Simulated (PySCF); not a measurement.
Species: (H2Al-mu-NH2)2.
Bonds: Al1–N4, Al1–N8, N4–Al5, Al5–N8. Hydrogens: H2, H3 on Al1; H9, H10 on N4; H6, H7 on Al5; H11, H12 on N8.

Method: PBE0-D3(BJ)/def2-SVP geometry optimisation, gas phase (PySCF 2.14.0); density fitting, grid level 1; the optimiser is geomeTRIC in internal coordinates, started from a GFN2-xTB structure with every atom displaced at random (about 0.03 Å).

Step 1: E = -16291.6981 eV
```
atom  x, y, z in Å  |  force x, y, z in eV/Å
Al1    -0.3039   -0.9332    1.0503   -0.130   0.573  -0.219
H2     -1.7417   -1.6152    0.9135    0.052  -0.055   0.026
H3      0.6751   -1.1091    2.2791    0.127  -0.131   0.084
N4     -0.5208    1.0308    0.6909   -0.479  -0.289   0.325
Al5     0.3383    0.8860   -1.0557    0.436   0.324   0.079
H6      1.7443    1.6498   -0.9730   -0.032  -0.048  -0.081
H7     -0.6943    1.0989   -2.2484   -0.070  -0.044   0.012
N8      0.6122   -1.0204   -0.7013   -0.250  -0.235   0.310
H9     -0.1599    1.6500    1.4167    0.387  -0.030  -0.122
H10    -1.5072    1.2860    0.6533   -0.181  -0.067  -0.171
H11     0.1034   -1.6405   -1.3312    0.104  -0.064  -0.118
H12     1.5701   -1.3658   -0.6433    0.034   0.066  -0.125
```

Step 2: E = -16291.7342 eV
```
atom  x, y, z in Å  |  force x, y, z in eV/Å
Al1    -0.3108   -0.9170    1.0524    0.006   0.276  -0.043
H2     -1.7408   -1.6122    0.9210    0.017  -0.050   0.026
H3      0.6822   -1.1183    2.2852    0.008  -0.062  -0.054
N4     -0.5355    1.0235    0.6942   -0.311  -0.164   0.170
Al5     0.3476    0.8950   -1.0489    0.236   0.155  -0.015
H6      1.7569    1.6488   -0.9810   -0.031  -0.029  -0.031
H7     -0.6938    1.1022   -2.2428   -0.009  -0.026   0.057
N8      0.6049   -1.0207   -0.6938   -0.107  -0.172   0.180
H9     -0.1456    1.6423    1.4056    0.173   0.005  -0.090
H10    -1.5243    1.2728    0.6423   -0.040   0.021  -0.059
H11     0.1076   -1.6402   -1.3343    0.054  -0.022  -0.081
H12     1.5670   -1.3590   -0.6488    0.004   0.069  -0.061
```

Q: Estimate the geometry and energy of step 3. (The exact step hangs on the optimiser's Hessian estimate; all steps are aligned on step 2, rigid shifts and turns removed.)

A: E = -16291.7495 eV, largest force 0.093 eV/Å
```
atom  x, y, z in Å  |  force x, y, z in eV/Å
Al1    -0.3189   -0.9030    1.0539    0.031  -0.008   0.053
H2     -1.7409   -1.6189    0.9388    0.007  -0.020   0.014
H3      0.6877   -1.1327    2.2774   -0.030   0.007  -0.085
N4     -0.5542    1.0193    0.6969   -0.048  -0.079   0.010
Al5     0.3569    0.9011   -1.0416    0.036  -0.018  -0.048
H6      1.7673    1.6437   -0.9838   -0.002   0.002   0.014
H7     -0.6912    1.1038   -2.2301    0.009  -0.001   0.034
N8      0.5982   -1.0236   -0.6854   -0.015  -0.074   0.018
H9     -0.1324    1.6411    1.3867    0.005   0.037  -0.019
H10    -1.5400    1.2749    0.6325   -0.008   0.087   0.018
H11     0.1171   -1.6409   -1.3414    0.010   0.024  -0.024
H12     1.5659   -1.3474   -0.6530    0.005   0.044   0.014
```

The energy changes by -0.0152 eV. The first-order estimate −F·Δx gives -0.0265 eV and the mean of the old and new forces, exact on a quadratic surface, -0.0151 eV. The step makes an angle of 45° with the force vector and moves no atom by more than 0.023 Å.

The cost below is that of the whole optimisation. Time: 25 s; peak memory 0.41 GiB. Hardware: one thread, Arm Neoverse V2 (aarch64), no GPU, shared host with 192 logical CPUs at a one-minute load of 85.
